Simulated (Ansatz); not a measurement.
Born–Oppenheimer molecular dynamics of CH4BFO (8 atoms, charge 0, multiplicity 1). It starts from a relaxed structure.

These are results of RKS PBE-D4/6-31G* (Ansatz), not measurements.

| Property | Result |
| --- | --- |
| ensemble | NVT, Nosé–Hoover chain |
| time step | 0.25 fs |
| steps asked | 250 |
| set temperature | 400 K |
| thermostat | time constant 100 fs, chain length 3 (defaults) |
| seed | 113590 |

Frames 2.5 fs apart, positions in Å, forces in eV/Å.

Velocities at 2.5 fs (Å/ps):

```
B -7.89 -6.30 -5.06
C -3.93 2.98 5.30
H 10.87 -13.29 15.44
H 17.36 13.13 -24.47
H 1.55 1.56 11.51
O 7.02 -1.55 -0.60
H -5.58 -2.71 -2.74
F -0.22 3.07 0.05
```

```xyz
8
Properties=species:S:1:pos:R:3:forces:R:3 time_fs=2.5 energy_less_start_eV=0.060 T=322
B 0.131 -0.141 0.085 0.99 0.06 0.88
C -0.024 0.027 1.669 0.08 -0.10 -0.96
H -0.888 -0.549 2.039 0.00 0.05 0.11
H 0.893 -0.328 2.136 0.27 -0.25 0.39
H -0.153 1.082 1.963 -0.16 0.02 -0.08
O 1.309 -0.658 -0.450 -0.94 0.30 1.00
H 1.206 -0.671 -1.407 0.09 -0.06 -0.89
F -0.834 0.284 -0.740 -0.32 -0.01 -0.45
8
Properties=species:S:1:pos:R:3:forces:R:3 time_fs=5 energy_less_start_eV=0.148 T=209
B 0.115 -0.156 0.076 1.55 0.20 1.35
C -0.033 0.034 1.680 0.77 -0.51 -1.12
H -0.860 -0.580 2.082 0.11 0.14 0.11
H 0.940 -0.302 2.087 -0.28 -0.12 0.31
H -0.155 1.086 1.989 -0.25 -0.03 -0.16
O 1.324 -0.661 -0.450 -1.72 0.40 -0.09
H 1.197 -0.679 -1.431 0.29 -0.04 0.32
F -0.835 0.291 -0.741 -0.48 -0.05 -0.72
8
Properties=species:S:1:pos:R:3:forces:R:3 time_fs=7.5 energy_less_start_eV=0.221 T=116
B 0.107 -0.171 0.073 1.55 0.45 1.30
C -0.038 0.038 1.685 1.24 -0.80 -1.02
H -0.825 -0.603 2.130 0.15 0.20 0.00
H 0.972 -0.283 2.056 -0.67 0.05 0.26
H -0.171 1.088 2.005 -0.23 -0.11 -0.24
O 1.333 -0.663 -0.450 -2.06 0.40 -0.40
H 1.203 -0.690 -1.441 0.33 0.00 0.74
F -0.838 0.299 -0.744 -0.32 -0.19 -0.64
8
Properties=species:S:1:pos:R:3:forces:R:3 time_fs=10 energy_less_start_eV=0.213 T=126
B 0.107 -0.182 0.078 1.08 0.74 0.82
C -0.037 0.039 1.685 0.94 -0.76 -0.96
H -0.783 -0.614 2.178 0.01 0.13 -0.14
H 0.968 -0.262 2.042 -0.21 0.04 0.40
H -0.201 1.084 2.006 -0.16 -0.10 -0.29
O 1.335 -0.663 -0.451 -1.89 0.37 0.92
H 1.229 -0.701 -1.416 0.12 0.00 -0.47
F -0.841 0.306 -0.749 0.10 -0.43 -0.28
8
Properties=species:S:1:pos:R:3:forces:R:3 time_fs=12.5 energy_less_start_eV=0.192 T=153
B 0.114 -0.190 0.087 0.40 0.98 0.09
C -0.032 0.036 1.680 0.38 -0.58 -0.79
H -0.740 -0.618 2.218 -0.20 -0.01 -0.26
H 0.953 -0.238 2.052 0.49 0.01 0.52
H -0.240 1.074 1.991 -0.07 -0.02 -0.30
O 1.329 -0.662 -0.449 -1.52 0.23 1.14
H 1.262 -0.712 -1.413 -0.02 0.04 -0.58
F -0.844 0.311 -0.754 0.53 -0.65 0.19
8
Properties=species:S:1:pos:R:3:forces:R:3 time_fs=15 energy_less_start_eV=0.165 T=188
B 0.123 -0.192 0.097 -0.25 1.08 -0.59
C -0.025 0.029 1.671 0.55 -0.54 -0.15
H -0.708 -0.622 2.242 -0.30 -0.10 -0.39
H 0.961 -0.213 2.090 0.23 0.19 0.22
H -0.284 1.063 1.958 0.02 0.02 -0.25
O 1.318 -0.660 -0.443 -0.93 -0.06 -0.18
H 1.293 -0.720 -1.436 -0.15 0.18 0.76
F -0.846 0.315 -0.760 0.83 -0.78 0.59
8
Properties=species:S:1:pos:R:3:forces:R:3 time_fs=17.5 energy_less_start_eV=0.142 T=219
B 0.130 -0.189 0.104 -0.68 1.02 -0.96
C -0.015 0.021 1.662 0.83 -0.37 0.62
H -0.693 -0.631 2.244 -0.24 -0.10 -0.47
H 0.982 -0.177 2.141 -0.41 0.32 -0.27
H -0.326 1.053 1.910 0.09 -0.04 -0.15
O 1.303 -0.659 -0.438 -0.24 -0.25 -0.07
H 1.316 -0.718 -1.423 -0.27 0.19 0.49
F -0.845 0.316 -0.763 0.92 -0.78 0.82
8
Properties=species:S:1:pos:R:3:forces:R:3 time_fs=20 energy_less_start_eV=0.118 T=252
B 0.134 -0.179 0.105 -0.83 0.84 -0.91
C -0.001 0.010 1.655 0.36 0.09 0.76
H -0.693 -0.646 2.217 -0.14 -0.08 -0.42
H 0.981 -0.123 2.177 -0.37 0.17 -0.39
H -0.363 1.041 1.853 0.11 -0.11 0.00
O 1.287 -0.658 -0.432 0.29 -0.34 1.03
H 1.324 -0.706 -1.388 -0.23 0.10 -0.92
F -0.841 0.314 -0.764 0.82 -0.66 0.85
8
Properties=species:S:1:pos:R:3:forces:R:3 time_fs=22.5 energy_less_start_eV=0.091 T=288
B 0.133 -0.165 0.102 -0.69 0.55 -0.52
C 0.015 0.000 1.652 -0.70 0.55 0.16
H -0.701 -0.666 2.167 -0.03 -0.09 -0.21
H 0.962 -0.059 2.193 0.31 -0.10 -0.05
H -0.394 1.022 1.796 0.05 -0.07 0.20
O 1.272 -0.658 -0.423 0.82 -0.51 -0.06
H 1.317 -0.687 -1.395 -0.24 0.11 -0.18
F -0.835 0.311 -0.762 0.48 -0.43 0.66
8
Properties=species:S:1:pos:R:3:forces:R:3 time_fs=25 energy_less_start_eV=0.128 T=241
B 0.129 -0.148 0.096 -0.15 0.14 0.09
C 0.027 -0.008 1.650 -1.24 0.78 -0.35
H -0.710 -0.692 2.104 0.13 -0.10 0.05
H 0.959 -0.001 2.204 0.46 -0.29 0.09
H -0.423 0.999 1.751 -0.05 0.05 0.39
O 1.260 -0.660 -0.414 1.11 -0.53 -1.39
H 1.297 -0.662 -1.412 -0.20 0.05 0.84
F -0.827 0.306 -0.758 -0.05 -0.10 0.27
8
Properties=species:S:1:pos:R:3:forces:R:3 time_fs=27.5 energy_less_start_eV=0.175 T=182
B 0.124 -0.130 0.090 0.68 -0.35 0.76
C 0.034 -0.011 1.646 -0.93 0.96 -0.25
H -0.712 -0.723 2.043 0.28 -0.06 0.27
H 0.979 0.041 2.219 -0.24 -0.43 -0.26
H -0.454 0.979 1.729 -0.07 0.09 0.53
O 1.252 -0.665 -0.410 0.96 -0.38 -0.75
H 1.265 -0.634 -1.389 -0.02 -0.06 -0.07
F -0.819 0.301 -0.754 -0.66 0.24 -0.24
8
Properties=species:S:1:pos:R:3:forces:R:3 time_fs=30 energy_less_start_eV=0.223 T=122
B 0.122 -0.114 0.088 1.31 -0.71 1.14
C 0.035 -0.010 1.641 -0.91 1.08 -0.09
H -0.698 -0.758 1.999 0.35 -0.03 0.37
H 0.987 0.057 2.220 -0.51 -0.46 -0.38
H -0.490 0.964 1.739 0.00 -0.01 0.57
O 1.248 -0.670 -0.409 0.74 -0.23 -0.03
H 1.232 -0.610 -1.370 0.11 -0.13 -0.93
F -0.813 0.296 -0.750 -1.09 0.49 -0.64
```

Of the whole run (62 fs, mean temperature of the second half 222 K): The conserved energy stayed within 0.027 meV per atom of its start (net change 0.017 meV per atom), so the integration is sound. The mean temperature of the second half is 44 % below the set value. A run of 0.062 ps of so small a system gives no equilibrium averages.

Run time: 6.5 min on 1 thread of Arm Neoverse V1, with other jobs on the host, peak memory 0.11 GiB.
